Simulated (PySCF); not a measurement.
C2H7GeNSi, SMILES N#C[SiH2][CH2][GeH3], singlet at its GFN2-xTB optimised geometry (Å):

```
12

N      3.0569    -1.3809     0.0052
C      1.9115    -1.3858     0.0000
Si     0.0411    -1.3858     0.0000
C     -0.4867     0.4373     0.0000
Ge    -2.4431     0.6417     0.0031
H     -0.3751    -2.0829     1.2209
H     -0.3782    -2.0834    -1.2194
H     -0.0791     0.9438    -0.8760
H     -0.0766     0.9447     0.8743
H     -3.0569    -0.0160    -1.1917
H     -3.0505     0.0110     1.2160
H     -2.8466     2.0834    -0.0114
```

Method: PySCF with CAM-B3LYP/def2-TZVP. Cells within 0.4 Å of a nucleus heavier than hydrogen are left out (blank, or x).

Map of the log10 of the electron density (e/bohr³), floored at −4 on the plane z = 0.0 Å:

```
|0000000000000000000000000000000|
|0000000000000000000000000000000|
|0000000000000000000000000000000|
|0000000000000000000000000000000|
|0000000000000000000000000000000|
|0000011111100000000000000000000|
|0000123332210000000000000000000|
|0001234444321000000000000000000|
|0002345665432211100000000000000|
|0012356876543333221000000000000|
|0012456876554444432100000000000|
|0012456777665666543100000000000|
|0012456899767777653210000000000|
|00124569xx877xx7653221111100000|
|00134569xx878xx8654333332210000|
|0012456788777887654444444332100|
|0012345666666777665566665543100|
|0012344555456677666777777654210|
|000123333334568x9778x88xx764310|
|000012222234569xx778xx9xx864310|
|0000001112345678767788888764210|
|0000000001235666666666676653200|
|0000000001234555545555555432100|
|0000000000123444433334433321000|
|0000000000012333222222222110000|
|0000000000001111111111110000000|
|0000000000000000000000000000000|
|0000000000000000000000000000000|
|0000000000000000000000000000000|
|0000000000000000000000000000000|
|0000000000000000000000000000000|
```
Scale: ten equal steps from -4.00 (start of '0') to 0.114 (end of '9'), in the order '0123456789'; x runs from -5.50 to 5.50, y from -5.50 (bottom) to 5.50 (top).
